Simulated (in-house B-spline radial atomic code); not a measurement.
Successive ionisation energies of caesium; each step leads to the configuration of the next row (after the last: [Kr] 4d8). NIST's values go from ground level to ground level; the uncertainty of those that are theory runs from under 0.1 % in few-electron ions to several per cent in heavy many-electron ones. Computed with a B-spline radial code for spherical atoms: non-relativistic Hartree-Fock, average of the configuration, point nuclei.

This level leaves out relativity, spin-orbit splitting included, which matters for heavy ions.

| ion | configuration | ionisation energy (eV) | tabulated value (eV) | computed minus tabulated (eV) | highest orbital | largest mean radius (bohr) |
| --- | --- | --- | --- | --- | --- | --- |
| Cs | [Xe] 6s1 | 3.36 | 3.893906 | -0.54 | 6s | 6.3059 |
| Cs+ | [Kr] 4d10 5s2 5p6 | 22.70 | 23.15745 | -0.46 | 5p | 2.1016 |
| Cs2+ | [Kr] 4d10 5s2 5p5 | ? | ? | ? | ? | ? |
| Cs3+ | [Kr] 4d10 5s2 5p4 | ? | ? | ? | ? | ? |
| Cs4+ | [Kr] 4d10 5s2 5p3 | ? | ? | ? | ? | ? |
| Cs5+ | [Kr] 4d10 5s2 5p2 | 67.43 | 69.1 | -1.67 | 5p | 1.8399 |
| Cs6+ | [Kr] 4d10 5s2 5p1 | 79.94 | 82.9 | -2.96 | 5p | 1.7919 |
| Cs7+ | [Kr] 4d10 5s2 | 104.71 | 110.1 | -5.39 | 5s | 1.6243 |
| Cs8+ | [Kr] 4d10 5s1 | 119.67 | 125.61 | -5.94 | 5s | 1.5895 |
| Cs9+ | [Kr] 4d10 | 211.40 | 213.3 | -1.90 | 4d | 0.8102 |
| Cs10+ | [Kr] 4d9 | 237.93 | 233 | 4.93 | 4d | 0.79544 |

Q: Fill in the row of Cs2+.

A: ionisation energy (eV): 32.99; tabulated value (eV): 33.195; computed minus tabulated (eV): -0.21; highest orbital: 5p; largest mean radius (bohr): 2.021.

Q: Fill in the row of Cs3+.

A: ionisation energy (eV): 43.91; tabulated value (eV): 43; computed minus tabulated (eV): 0.91; highest orbital: 5p; largest mean radius (bohr): 1.9527.

Q: Fill in the row of Cs4+.

A: ionisation energy (eV): 55.41; tabulated value (eV): 56; computed minus tabulated (eV): -0.59; highest orbital: 5p; largest mean radius (bohr): 1.893.

Q: Where is the largest jump?

A: From Cs to Cs+, by a factor of 6.76 (3.356 to 22.697 eV); the highest orbital goes from 6s to 5p.

Q: How far is this level of theory from the measured and semi-empirical values?

A: Over those 6 rows the differences run from -5.94 to -0.206 eV (mean absolute value 2.4 eV). The calculation leaves out relativity, correlation and, in open shells, the multiplet splittings that an average leaves out.
